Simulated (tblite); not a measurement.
C4H9F2Si (doublet state).
Bonds: C1–C2, C2–Si3, C2–C4, C4–C5, C5–F6, C5–F7. Hydrogens: H8, H9, H10 on C1; H11, H12, H13 on Si3; H14, H15 on C4; H16 on C5.

Computed with GFN2-xTB (tblite), gas phase: L-BFGS steps from a force-field or distance-geometry start until the largest atomic force falls under 0.01 eV/Å.

Geometry at step 18:
```
atom  x, y, z in Å
C1     -0.6266   -1.4811   -0.3807
C2     -0.5017   -0.0311   -0.0691
Si3    -2.0043    0.9889    0.3761
C4      0.8293    0.5763    0.2436
C5      2.1219    0.0141   -0.3492
F6      3.1496    0.6495    0.2763
F7      2.3072   -1.3058   -0.0965
H8     -0.5651   -1.6459   -1.4619
H9     -1.5946   -1.8495   -0.0463
H10     0.1618   -2.0691    0.0893
H11    -1.8397    2.3975    0.0012
H12    -3.2036    0.5015   -0.3057
H13    -2.2612    0.9653    1.8317
H14     0.8180    1.6408   -0.0162
H15     0.9627    0.4953    1.3329
H16     2.2386    0.1621   -1.4368
```

Q: Give the atomic forces at this geometry.

A: 
```csv
atom,Fx (eV/Å),Fy (eV/Å),Fz (eV/Å)
C1,0.038,0.162,0.041
C2,-0.154,0.133,-0.017
Si3,-0.031,0.035,0.031
C4,-0.084,-0.122,0.076
C5,-0.199,-0.020,-0.017
F6,0.113,-0.027,-0.181
F7,0.011,0.088,0.019
H8,0.043,-0.042,0.040
H9,0.012,-0.044,-0.078
H10,-0.060,-0.002,-0.052
H11,0.163,-0.028,-0.023
H12,0.069,-0.147,-0.019
H13,0.032,-0.035,-0.090
H14,0.016,-0.071,0.130
H15,0.077,0.135,0.030
H16,-0.044,-0.016,0.109
```

The largest, 0.22 eV/Å, acts on F6; the rms over all components is 0.084 eV/Å. The forces sum to zero within rounding, as they must for an isolated molecule in no field.

Q: Give the force on F6 in Eh/bohr and in nN.

A: 0.215 eV/Å ÷ 51.422 = 0.00418 Eh/bohr, and 0.215 eV/Å × 1.602 = 0.34 nN.

Q: How far is this geometry from the end of the optimisation?

A: 0.199 eV above it, and 0.930 Å rms away after alignment. The bonds farthest from their final lengths, with half the difference of the two atoms' forces along the bond (positive lengthens):

| bond | now (Å) | final (Å) | force along bond (eV/Å) |
| --- | --- | --- | --- |
| C2–Si3 | 1.870 | 1.855 | -0.07 |
| Si3–H13 | 1.478 | 1.471 | -0.06 |
| C4–H15 | 1.100 | 1.094 | -0.02 |
| C1–C2 | 1.488 | 1.482 | -0.03 |
| C1–H10 | 1.090 | 1.095 | -0.01 |
| C2–C4 | 1.496 | 1.492 | -0.01 |

The angle farthest from its final value is C2–C4–C5, 121.4° against 111.1°.

The cost below is that of the whole relaxation. On one thread of an Arm Neoverse V1, no GPU (shared host), this took 1.0 s.
